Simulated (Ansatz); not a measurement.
```yaml
crystal:
  periodic: [false, false, false]
  atoms:
    - {symbol: C, position_ang: [-1.418792, 3.176217, -0.029884]}
    - {symbol: C, position_ang: [-0.308587, 2.617491, 0.843496]}
    - {symbol: N, position_ang: [-0.221170, 1.168493, 0.793758]}
    - {symbol: C, position_ang: [-1.275870, 0.450187, 1.473530]}
    - {symbol: Ge, position_ang: [1.320735, 0.342672, 0.418443]}
    - {symbol: F, position_ang: [2.225780, 1.464955, -0.543533]}
    - {symbol: F, position_ang: [2.383812, 0.089615, 1.763014]}
    - {symbol: N, position_ang: [1.068920, -1.276978, -0.305757]}
    - {symbol: C, position_ang: [2.108614, -2.281887, -0.235403]}
    - {symbol: C, position_ang: [0.129734, -1.419561, -1.405247]}
    - {symbol: C, position_ang: [-0.790237, -2.618703, -1.254726]}
    - {symbol: H, position_ang: [-1.260198, 2.899064, -1.074361]}
    - {symbol: H, position_ang: [-2.401162, 2.809781, 0.275896]}
    - {symbol: H, position_ang: [-1.439722, 4.266637, 0.036783]}
    - {symbol: H, position_ang: [0.646107, 3.035588, 0.517881]}
    - {symbol: H, position_ang: [-0.457520, 2.941052, 1.884329]}
    - {symbol: H, position_ang: [-2.246935, 0.617889, 0.995492]}
    - {symbol: H, position_ang: [-1.080503, -0.623433, 1.447706]}
    - {symbol: H, position_ang: [-1.360345, 0.752716, 2.526354]}
    - {symbol: H, position_ang: [2.676896, -2.347823, -1.173683]}
    - {symbol: H, position_ang: [2.804445, -2.047981, 0.570261]}
    - {symbol: H, position_ang: [1.685979, -3.269618, -0.026558]}
    - {symbol: H, position_ang: [0.674343, -1.492695, -2.358973]}
    - {symbol: H, position_ang: [-0.475679, -0.509916, -1.462076]}
    - {symbol: H, position_ang: [-0.234358, -3.558285, -1.245763]}
    - {symbol: H, position_ang: [-1.363093, -2.554492, -0.326920]}
    - {symbol: H, position_ang: [-1.492792, -2.661386, -2.090358]}
basis:
  gaussian: {orbitals: def2-mTZVPP, point_charges: [{charge: 1.00, position_ang: [7.711, -0.330, -0.467]}]}
hamiltonian: {xc: {name: revPBE0}, dispersion: d3bjatm}
charge: 1
output: {forces: true}
```

```sh
$ ansatz run in.yaml --threads 11 --pin off --events-out ev --progress --plain --max-ram 174080MiB --backend cuda --devices 0, --max-vram 75GiB
```

Shortened log:

```
Error: YAML parse error: error: line 34 column 1: unknown field `charge`, expected one of crystal, accuracy, basis, kpoints, hamiltonian, magnetization, projection, total_charge, correlation, batch, efield, external_charges, scf, relax, neb, saddle, md, ramp, phonons, dielectric, real_time, elastic, magnetic_configurations, gw, evaluate, workflow, output, checkpoint, execution
32 |   gaussian: {orbitals: def2-mTZVPP, point_charges: [{charge: 1.00…
33 | hamiltonian: {xc: {name: revPBE0}, dispersion: d3bjatm}
34 | charge: 1
35 | output: {forces: true}
```

Something in this input is off. What?

The input holds a key that doesn't belong there. The program refused the input.
